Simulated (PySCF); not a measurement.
B3LYP has the VWN-RPA correlation part, as in Gaussian. 

Cartesian coordinates (Å):
```xyz
10

C      0.2003     1.2804    -0.1711
Si     1.4025     0.0809    -0.0037
C     -0.0634    -1.0827     0.1453
C     -0.9102     0.2321    -0.0360
H      0.0408     2.3369    -0.3140
H      2.8796    -0.0368     0.0197
H     -0.2243    -1.5746     1.1037
H     -0.2153    -1.8106    -0.6505
H     -1.5596     0.4049     0.8283
H     -1.5504     0.1696    -0.9218
```
Charge 0, multiplicity 1.

Problem. What is the computed total energy, HOMO–LUMO gap, HOMO, dipole moment and LUMO (B3LYP-D3(BJ)/def2-TZVP run with PySCF 2.14.0)?

Solution. 
```yaml
total_energy: -11086.55 eV
HOMO–LUMO gap: 4.74 eV
HOMO: -5.73 eV
dipole_moment: 0.88 D
LUMO: -0.99 eV
```
